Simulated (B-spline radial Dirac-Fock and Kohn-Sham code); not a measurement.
## How the levels of cerium move as electrons are removed

Method: relaxed Dirac-Fock hole states (ΔSCF) with Breit and QED corrections and a finite nucleus. Computed with a radial B-spline solver. Each ion is free and in its tabulated ground configuration. No correlation.

Reference: Ce⁴⁹⁺, [He] 2s2 2p5, with K 44319.3 eV. Shifts from it, in eV (a dash: the subshell is empty, belongs to an open shell averaged over j, or its hole state is left out as unreliable):

```tsv
ion	configuration	K
Ce⁵⁰⁺	[He] 2s2 2p4	+359.3
Ce⁵¹⁺	[He] 2s2 2p3	?
Ce⁵²⁺	[He] 2s2 2p2	+1092.2
Ce⁵³⁺	[He] 2s2 2p1	+1465.7
Ce⁵⁴⁺	[He] 2s2	+1844.0
Ce⁵⁵⁺	[He] 2s1	–
Ce⁵⁶⁺	1s2	+2518.1
Ce⁵⁷⁺	1s1	+3646.7
```

Task: Give the missing shifts for Ce⁵¹⁺.

Result: K +723.4 (eV).
